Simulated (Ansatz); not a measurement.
The cluster InSn6⁺, relaxed as a singlet with RKS B3LYP-D4/def2-SVP in Ansatz, starting from the GFN2-xTB geometry. Force threshold 0.02 eV/Å.

In the def2 sets In, Sn take a core potential; there is no spin–orbit coupling. The restricted singlet is unstable towards broken spin symmetry in Hartree–Fock (as tested in another run); at B3LYP-D4/def2-SVP this wasn't settled. The structure comes from a short search, and lower isomers may exist.

Start:

Cartesian coordinates in Å:
```
In -2.9713 0.1655 -1.9975
Sn 0.4238 -1.6890 -1.1414
Sn 0.4000 -2.1619 1.7652
Sn 1.9804 0.0688 0.6690
Sn 0.5944 2.3255 1.6913
Sn 0.6111 1.0924 -1.6627
Sn -1.0384 0.1988 0.6762
```

**Question.** Estimate the energy that the relaxation releases and the steps that it takes.

**Answer.** 0.51 eV, in 24 steps; 7.5 min on 4 threads of Arm Neoverse N1 on a shared host. The force fell under the threshold at step 20, but the optimiser went on. No frequencies were taken in this run, so the end may be a saddle point.

**Question.** Does the start keep its bonding?

**Answer.** Bonds lost: Sn2–Sn6, Sn4–Sn7 (atoms count from 1). Bonds formed: In1–Sn2, In1–Sn6, Sn3–Sn5, Sn5–Sn6 (atoms count from 1).

**Question.** Predict the relaxed structure.

**Answer.** 
Cartesian coordinates in Å:
```
In -1.7079 -0.1255 -3.3711
Sn -0.5313 -1.8297 -0.7672
Sn 0.9643 -1.5502 2.1903
Sn 1.8189 -0.1111 -0.3055
Sn 1.1343 1.7045 1.9887
Sn -0.3465 1.7604 -0.9985
Sn -1.3319 0.1516 1.2633
```
Bond lengths (bridged metal pairs left out): 11 × Sn–Sn 2.94 to 3.33 Å; 2 × In–Sn 3.32 to 3.33 Å.
